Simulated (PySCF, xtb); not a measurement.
3-fluoro-3-methyloxetane (C4H7FO), SMILES CC1(F)COC1.

Harmonic wavenumbers (cm⁻¹) from GFN2-xTB (xtb) at its own minimum, in rising order: 120, 197, 293, 346, 404, 426, 646, 870, 905, 916, 964, 969, 1034, 1066, 1098, 1119, 1170, 1196, 1234, 1244, 1295, 1394, 1451, 1464, 1471, 1477, 2946, 2947, 2968, 2970, 3038, 3041, 3058.

**Question.** What does PBE-D3(BJ)/def2-SVP in PySCF give at its own minimum? (The exact figures need the calculation; the answer reports its results.)

**Answer.** 92, 261, 295, 348, 419, 423, 635, 818, 878, 900, 930, 943, 989, 1024, 1114, 1123, 1162, 1206, 1245, 1247, 1333, 1350, 1405, 1415, 1425, 1454, 2933, 2946, 2979, 3004, 3005, 3075, 3082. Paired by order, the mean absolute difference is 25 cm⁻¹ and the zero-point energies are 65.4 and 65.0 kcal/mol.
